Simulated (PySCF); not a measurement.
**LiCa: frontier orbitals**

ωB97X at R = 3.507 Å; Li 3-21G, Ca 3-21G; no relativity (PySCF 2.14). State: ²Σ⁺ (doublet), unpaired electrons σ ↑. Only the outer orbitals are listed, counted within each symmetry.

| spin | orbital | occ. | ε (eV) | on Li (%) | main shells (%) |
| --- | --- | --- | --- | --- | --- |
| α | 4σ | 1 | -57.24 | 100 | 100 Li s |
| α | 5σ | 1 | -53.35 | 0 | 100 Ca s |
| α | 2π | 1 | -33.21 | 0 | 100 Ca p |
| α | 2π | 1 | -33.21 | 0 | 100 Ca p |
| α | 6σ | 1 | -33.15 | 0 | 100 Ca p |
| α | 7σ | 1 | -6.71 | 44 | 58 Ca s, 38 Li s |
| α | 8σ | 1 | -4.54 | 50 | 52 Li s, 26 Ca s, 24 Ca p |
| α | 3π | 0 | 0.11 | 35 | 65 Ca p, 35 Li p |
| α | 3π | 0 | 0.11 | 35 | 65 Ca p, 35 Li p |
| α | 9σ | 0 | 0.25 | 72 | 55 Li p, 25 Ca p, 17 Li s |
| β | 4σ | 1 | -57.15 | 100 | 100 Li s |
| β | 5σ | 1 | -53.33 | 0 | 100 Ca s |
| β | 2π | 1 | -33.20 | 0 | 100 Ca p |
| β | 2π | 1 | -33.20 | 0 | 100 Ca p |
| β | 6σ | 1 | -33.12 | 0 | 100 Ca p |
| β | 7σ | 1 | -6.10 | 30 | 69 Ca s, 24 Li s |
| β | 8σ | 0 | -1.28 | 78 | 52 Li s, 25 Li p, 14 Ca p |
| β | 3π | 0 | -0.05 | 52 | 52 Li p, 48 Ca p |
| β | 3π | 0 | -0.05 | 52 | 52 Li p, 48 Ca p |

Question: Which are the highest filled and the lowest empty level, where do they sit, and how wide is the gap?

Answer: Highest filled α 8σ at -4.54 eV (in %: 52 Li s, 26 Ca s, 24 Ca p); lowest empty β 8σ at -1.28 eV (in %: 52 Li s, 25 Li p, 14 Ca p); the gap at ωB97X is 3.26 eV.

- bond order (Mayer): 0.62
- ⟨S²⟩: 0.763
- charge on Li (Mulliken, basis-dependent): -0.23
- charge on Li (Löwdin, basis-dependent): -0.06
- dipole moment (positive dipole means Li(−)Ca(+)): -2.18 D

3-21G is very small, so such numbers show the basis as much as the molecule. The state is the lowest determinant that a PBE0 search found; another state may lie lower at other levels.
